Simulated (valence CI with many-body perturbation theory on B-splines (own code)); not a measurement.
**Ru37+: electric-dipole lines**

Level of theory: relativistic CI+MBPT: five valence electrons over a frozen Dirac-Fock core [He], a basis of 11 s, 11 p, 10 d, 8 f, 5 g, 2 h functions for each j, with the one-electron correlation potential Σ1, the two-electron term Σ2, the three-electron term Σ3, Breit, model QED; selected CI, second order for the rest, scaled by the run's own slope (own B-spline code, finite nucleus).

No measured spectrum was set against this ion. As an estimate, large intervals hold to a few tenths of a per cent, small ones and those within an open d or f shell to about a per cent. Among the levels kept, up to 11000 cm⁻¹ of a level comes from second order outside the variational space, and about a tenth of that is noise between levels of different J, which matters for small intervals.

Lines 201 to 250 of 571 in falling wavelength, among levels below 3647.3 eV, chosen from the strongest by gf and those to the six lowest levels. Wavelengths and rates use the calculated energies. Electric multipoles are in the length gauge, E1 and E2 with the static RPA response of the core. Weak lines are less certain than strong ones. Lines between different terms over intervals too small for the method are left out, as are lines whose strength nearly cancels. Where a level lies close to another of its J and parity, the split of strength between their lines is uncertain. The highest levels of a list are the least certain.

Levels are named by their leading jj configuration (3d3/2^4 stands for four electrons in 3d with j = 3/2), which in mixed levels can hold well under half, so a name can repeat and another be missing. Letters in brackets count levels of one name in rising energy.

```tsv
λ vac (nm)	Upper	Lower	A (s⁻¹)	S (a.u.) with core polarisation	S without
3.925	(2s 2p1/2 2p3/2^3) J=5/2	(2s^2 2p1/2 2p3/2^2) J=5/2	1.87e+11	3.35e-02	3.36e-02
3.909	(2s 2p1/2 2p3/2^2 3d5/2) J=7/2 [e]	(2s^2 2p1/2 2p3/2 3d5/2) J=7/2 [b]	9.91e+10	2.34e-02	2.34e-02
3.898	(2s 2p1/2^2 2p3/2 3d3/2) J=5/2 [b]	(2s^2 2p1/2^2 3d3/2) J=3/2	1.49e+11	2.61e-02	2.61e-02
3.891	(2s 2p1/2 2p3/2^3) J=1/2	(2s^2 2p1/2 2p3/2^2) J=1/2	1.53e+11	8.90e-03	8.92e-03
3.888	(2s 2p1/2 2p3/2^2 3d5/2) J=5/2 [g]	(2s^2 2p1/2 2p3/2 3d5/2) J=3/2 [b]	9.12e+10	1.59e-02	1.59e-02
3.876	(2s 2p1/2^2 2p3/2 3s) J=1/2	(2s^2 2p1/2^2 3s) J=1/2	2.08e+11	1.20e-02	1.20e-02
3.871	(2s 2p1/2^2 2p3/2 3d5/2) J=5/2 [b]	(2s^2 2p1/2^2 3d5/2) J=5/2	1.94e+11	3.33e-02	3.34e-02
3.870	(2s 2p1/2^2 2p3/2 3p1/2) J=3/2 [b]	(2s^2 2p1/2^2 3p1/2) J=1/2	1.94e+11	2.23e-02	2.23e-02
3.865	(2s 2p1/2^2 2p3/2 3d3/2) J=3/2 [b]	(2s^2 2p1/2^2 3d3/2) J=3/2	1.70e+11	1.94e-02	1.94e-02
3.862	(2s 2p1/2 2p3/2^2 3p3/2) J=5/2 [e]	(2s^2 2p1/2 2p3/2 3p3/2) J=5/2 [b]	1.67e+11	2.84e-02	2.85e-02
3.855	(2s 2p1/2^2 2p3/2 3p3/2) J=3/2 [b]	(2s^2 2p1/2^2 3p3/2) J=3/2	1.99e+11	2.26e-02	2.26e-02
3.855	(2p1/2 2p3/2^4) J=1/2	(2s 2p1/2 2p3/2^3) J=3/2 [b]	4.84e+11	2.74e-02	2.74e-02
3.852	(2s 2p1/2 2p3/2^2 3p3/2) J=1/2 [d]	(2s^2 2p1/2 2p3/2 3p3/2) J=1/2 [b]	1.85e+11	1.05e-02	1.05e-02
3.849	(2s 2p1/2 2p3/2^2 3d5/2) J=3/2 [d]	(2s^2 2p1/2 2p3/2 3d5/2) J=3/2 [b]	1.27e+11	1.43e-02	1.43e-02
3.843	(2s 2p1/2^2 2p3/2 3d5/2) J=3/2 [b]	(2s^2 2p1/2^2 3d5/2) J=5/2	2.27e+11	2.55e-02	2.55e-02
3.841	(2s 2p1/2^2 2p3/2 3s) J=3/2 [b]	(2s^2 2p1/2^2 3s) J=1/2	1.94e+11	2.17e-02	2.18e-02
3.835	(2s 2p1/2 2p3/2^2 3d5/2) J=5/2 [g]	(2s^2 2p1/2 2p3/2 3d5/2) J=5/2 [c]	1.22e+11	2.05e-02	2.05e-02
3.832	(2s 2p1/2 2p3/2^2 3d3/2) J=7/2 [c]	(2s^2 2p1/2 2p3/2 3d3/2) J=7/2	6.01e+10	1.33e-02	1.34e-02
3.824	(2s 2p1/2 2p3/2^2 3p3/2) J=1/2 [b]	(2s^2 2p1/2 2p3/2 3p3/2) J=3/2 [a]	2.09e+11	1.15e-02	1.16e-02
3.822	(2s 2p1/2 2p3/2^2 3p3/2) J=3/2 [c]	(2s^2 2p1/2 2p3/2 3p3/2) J=5/2 [a]	1.51e+11	1.67e-02	1.67e-02
3.822	(2s 2p1/2 2p3/2^2 3d3/2) J=5/2 [c]	(2s^2 2p1/2 2p3/2 3d5/2) J=5/2 [b]	1.48e+11	2.44e-02	2.45e-02
3.818	(2s 2p1/2^2 2p3/2 3d3/2) J=1/2 [b]	(2s^2 2p1/2^2 3d3/2) J=3/2	2.22e+11	1.22e-02	1.22e-02
3.814	(2s 2p1/2^2 2p3/2 3p3/2) J=1/2 [b]	(2s^2 2p1/2^2 3p3/2) J=3/2	2.12e+11	1.16e-02	1.16e-02
3.814	(2s 2p1/2 2p3/2^2 3s) J=3/2 [c]	(2s^2 2p1/2 2p3/2 3s) J=3/2 [b]	2.24e+11	2.45e-02	2.45e-02
3.814	(2s 2p1/2 2p3/2^2 3d5/2) J=5/2 [d]	(2s^2 2p1/2 2p3/2 3d5/2) J=7/2 [a]	1.25e+11	2.05e-02	2.06e-02
3.813	(2s 2p1/2 2p3/2^2 3d5/2) J=3/2 [c]	(2s^2 2p1/2 2p3/2 3d5/2) J=5/2 [a]	1.80e+11	1.97e-02	1.97e-02
3.812	(2s 2p1/2 2p3/2^2 3p3/2) J=7/2 [c]	(2s^2 2p1/2 2p3/2 3p3/2) J=7/2	2.60e+11	5.69e-02	5.71e-02
3.811	(2s 2p1/2 2p3/2^2 3d5/2) J=9/2 [c]	(2s^2 2p1/2 2p3/2 3d5/2) J=9/2	2.21e+11	6.04e-02	6.05e-02
3.802	(2s 2p1/2 2p3/2^2 3p1/2) J=5/2 [c]	(2s^2 2p1/2 2p3/2 3p1/2) J=5/2	2.90e+11	4.72e-02	4.73e-02
3.793	(2s 2p1/2 2p3/2^2 3p1/2) J=3/2 [b]	(2s^2 2p1/2 2p3/2 3p1/2) J=3/2 [a]	1.88e+11	2.02e-02	2.03e-02
3.791	(2s 2p1/2 2p3/2^2 3d3/2) J=3/2 [e]	(2s^2 2p1/2 2p3/2 3d3/2) J=3/2 [b]	1.32e+11	1.42e-02	1.43e-02
3.790	(2s 2p1/2 2p3/2^2 3d5/2) J=7/2 [c]	(2s^2 2p1/2 2p3/2 3d3/2) J=7/2	1.77e+11	3.80e-02	3.81e-02
3.788	(2s 2p1/2 2p3/2^2 3d3/2) J=7/2 [c]	(2s^2 2p1/2 2p3/2 3d5/2) J=7/2 [a]	1.35e+11	2.90e-02	2.91e-02
3.787	(2s 2p1/2 2p3/2^2 3d5/2) J=5/2 [c]	(2s^2 2p1/2 2p3/2 3d3/2) J=5/2	6.67e+10	1.07e-02	1.08e-02
3.786	(2s 2p1/2 2p3/2^2 3d3/2) J=1/2 [d]	(2s^2 2p1/2 2p3/2 3d3/2) J=1/2 [b]	2.18e+11	1.17e-02	1.17e-02
3.781	(2s 2p1/2 2p3/2^2 3s) J=3/2 [d]	(2s^2 2p1/2 2p3/2 3s) J=3/2 [b]	1.02e+11	1.09e-02	1.09e-02
3.775	(2s 2p1/2 2p3/2^2 3p1/2) J=1/2 [b]	(2s^2 2p1/2 2p3/2 3p1/2) J=3/2 [a]	2.55e+11	1.36e-02	1.36e-02
3.771	(2s 2p1/2 2p3/2^2 3d5/2) J=5/2 [e]	(2s^2 2p1/2 2p3/2 3d3/2) J=7/2	2.03e+11	3.22e-02	3.23e-02
3.767	(2s 2p1/2 2p3/2^2 3s) J=5/2 [c]	(2s^2 2p1/2 2p3/2 3s) J=5/2	2.64e+11	4.18e-02	4.19e-02
3.766	(2s 2p1/2 2p3/2^2 3p1/2) J=3/2 [d]	(2s^2 2p1/2 2p3/2 3p1/2) J=3/2 [b]	3.05e+11	3.22e-02	3.23e-02
3.766	(2s 2p1/2 2p3/2^2 3d5/2) J=7/2 [d]	(2s^2 2p1/2 2p3/2 3d5/2) J=9/2	1.89e+11	3.99e-02	4.00e-02
3.764	(2s 2p1/2 2p3/2^2 3s) J=3/2 [c]	(2s^2 2p1/2 2p3/2 3s) J=5/2	1.07e+11	1.12e-02	1.12e-02
3.763	(2s 2p1/2 2p3/2^2 3p1/2) J=1/2 [c]	(2s^2 2p1/2 2p3/2 3p1/2) J=3/2 [b]	2.27e+11	1.19e-02	1.19e-02
3.762	(2s 2p1/2 2p3/2^2 3p3/2) J=5/2 [c]	(2s^2 2p1/2 2p3/2 3p3/2) J=5/2 [a]	2.39e+11	3.76e-02	3.77e-02
3.761	(2s 2p1/2 2p3/2^2 3s) J=1/2 [b]	(2s^2 2p1/2 2p3/2 3s) J=1/2	2.75e+11	1.44e-02	1.45e-02
3.761	(2s 2p1/2 2p3/2^2 3d3/2) J=1/2 [b]	(2s^2 2p1/2 2p3/2 3d3/2) J=3/2 [a]	2.85e+11	1.50e-02	1.50e-02
3.755	(2s 2p1/2 2p3/2^2 3p3/2) J=3/2 [e]	(2s^2 2p1/2 2p3/2 3p3/2) J=3/2 [b]	1.84e+11	1.92e-02	1.93e-02
3.753	(2s 2p1/2 2p3/2^2 3d3/2) J=3/2 [f]	(2s^2 2p1/2 2p3/2 3d5/2) J=5/2 [b]	1.57e+11	1.64e-02	1.65e-02
3.750	(2s 2p1/2 2p3/2^3) J=3/2 [b]	(2s^2 2p1/2 2p3/2^2) J=1/2	9.61e+10	1.00e-02	1.00e-02
3.748	(2s 2p1/2 2p3/2^2 3d3/2) J=3/2 [d]	(2s^2 2p1/2 2p3/2 3d3/2) J=5/2	2.38e+11	2.48e-02	2.48e-02
```
